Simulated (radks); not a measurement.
Values are calculated unless marked as measured or tabulated.
Ionisation of neutral mercury, [Hg], to [Xe] 4f14 5d10 6s1 as the strength of local exchange is varied. Code: a radial shooting solver on a logarithmic mesh with Libxc functionals. Model: Dirac Kohn-Sham, Slater X-alpha exchange (alpha = 2/3 is LDA exchange), no correlation, spin-unpolarised, spherical densities, point nucleus.

alpha  E(Hg) (hartree)  exchange (hartree)  IE (eV)  -e of the level emptied (eV)  <r> of it (bohr)
0.564      -19588.4882           -298.8981    9.060                 5.278 (6s1/2)             2.797
0.667      -19643.1554           -354.5354    9.910                 6.044 (6s1/2)             2.725
0.682      -19651.1301           -362.6649   10.037                 6.159 (6s1/2)             2.714
0.739      -19681.4657           -393.6195   10.524                 6.604 (6s1/2)             2.676
0.831      -19730.5330           -443.7898   11.332                 7.346 (6s1/2)             2.618
0.972      -19805.9848           -521.1806   12.620                 8.543 (6s1/2)             2.535

NIST Atomic Spectra Database: 10.438 eV (measured). The Delta-SCF value meets it near alpha = 0.73. Spin polarisation and multiplet splitting are left out, so open shells lie too high by an amount that depends on their filling.

Beside tabulated values, note that spin-unpolarised runs miss the spin-polarisation part of the exchange energy of open shells.
